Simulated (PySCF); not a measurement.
From a raw peak list to a structure

Formula C4H5Br. The spectrum was simulated from the full spin Hamiltonian at 400 MHz with 1.2 Hz Lorentzian lines, from shifts rounded to 0.01 ppm and J to 0.1 Hz, couplings under 1 Hz left out.

Maxima in Hz from TMS (height), grouped by integral:
1H: 2615.2 (35), 2603.5 (38), 2597.5 (42), 2585.8 (45)
1H: 2417.1 (50), 2415.8 (51), 2399.4 (42), 2398.1 (42)
1H: 2324.8 (87), 2323.2 (91)
1H: 2300.5 (96), 2299.5 (100)
1H: 2270.3 (36), 2269.1 (35), 2258.7 (34), 2257.5 (33)

¹³C{¹H} NMR (computed): δ 151.3 (C), 142.5 (CH), 128.8 (CH2), 128.8 (CH2).

- spin–spin couplings from B3LYP/pcJ-1 (pcSseg-1 on Br) (without the spin–dipole term)
- shieldings: GIAO PBE0/pcSseg-1
- structure optimised with PBE0-D3(BJ)/def2-SVP
- code: PySCF
- non-relativistic, no solvent, single conformer

Chemical shifts δ = σref − σ; ¹H and ¹³C against TMS, all at this level.

Question: Analyse the multiplets.

Answer: ¹H NMR (400 MHz, computed): δ 6.50 (dd, J = 17.7, 11.7 Hz, 1H), 6.02 (dd, J = 17.7, 1.3 Hz, 1H), 5.81 (d, J = 1.6 Hz, 1H), 5.75 (d, J = 1.1 Hz, 1H), 5.66 (dq, J = 11.7, 1.3 Hz, 1H). These are first-order names from the parameters used; overlap and second-order distortion can hide them in the list.

Question: What is the compound?

Answer: SMILES C=C(C=C)Br.

Numbering as in the mapped SMILES `[CH2:1]=[CH:2][C:3](=[CH2:4])[Br:5]` (H(Xn): hydrogen on atom n). Ha(C4) is cis to C2; Ha(C1) is cis to C3; Hb(C4) is trans to C2; Hb(C1) is trans to C3.

δ 6.50: H(C2), hydrogen on an alkene CH, coupled to Ha(C1) (17.7 Hz), Hb(C1) (11.7 Hz). δ 6.02: Ha(C1), hydrogen on a terminal =CH2 carbon, coupled to H(C2) (17.7 Hz), Hb(C1) (1.3 Hz). δ 5.81: Hb(C4), hydrogen on a terminal =CH2 carbon, coupled to Hb(C1) (1.6 Hz). δ 5.75: Ha(C4), hydrogen on a terminal =CH2 carbon, coupled to Hb(C1) (1.1 Hz). δ 5.66: Hb(C1), hydrogen on a terminal =CH2 carbon, coupled to H(C2) (11.7 Hz), Hb(C4) and Ha(C1) and Ha(C4) (1.3 Hz).

The shifts were computed for this structure.

Spin–orbit coupling is missing: it shields a carbon bonded to bromine, so the measured shift of such a carbon is lower than the computed one. Splittings below 1 Hz are ignored in the labels, and close J values are merged. Unscaled 3J(H,H) at this level run about 10 % above measured values. Shifts are as computed. Against solution values, carbons near 30 ppm lie about +2 ppm off and those near 130 ppm about +5 ppm; carbons on Br a further +13 ppm. Of 1211 compounds with measured shifts, 218 miss one by over three times the rms of a fit or turn the order of signals round; such compounds aren't used in these exercises.
